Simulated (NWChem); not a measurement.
System: CuH2OCl; SMILES [OH2]->[Cu][Cl]

```xyz
5

Cu     0.0230     0.2444     0.0000
Cl    -0.0365    -1.8113     0.0000
O      0.0191     2.1024     0.0000
H      0.4336     2.5108     0.7805
H      0.4336     2.5108    -0.7805
```
Atoms are numbered in this order, from 1.

All runs use the structure optimised with B3LYP/6-31G* (spherical d).

Q: Give the principal values of the shielding tensors (ppm) of Cu1, Cl2, O3 from BHandHLYP/pcSseg-1, GIAO (NWChem), with their diamagnetic and paramagnetic parts as GIAO splits them.

A: 
```json
[
 {"atom": "Cu1", "σ11": "198.7", "σ22": "237.0", "σ33": "2408.4", "isotropic": "948.0", "diamagnetic": "2405.6", "paramagnetic": "-1457.6"},
 {"atom": "Cl2", "σ11": "1155.8", "σ22": "1250.3", "σ33": "1266.6", "isotropic": "1224.3", "diamagnetic": "1148.1", "paramagnetic": "76.2"},
 {"atom": "O3", "σ11": "316.4", "σ22": "343.3", "σ33": "421.0", "isotropic": "360.2", "diamagnetic": "384.8", "paramagnetic": "-24.5"}
]
```
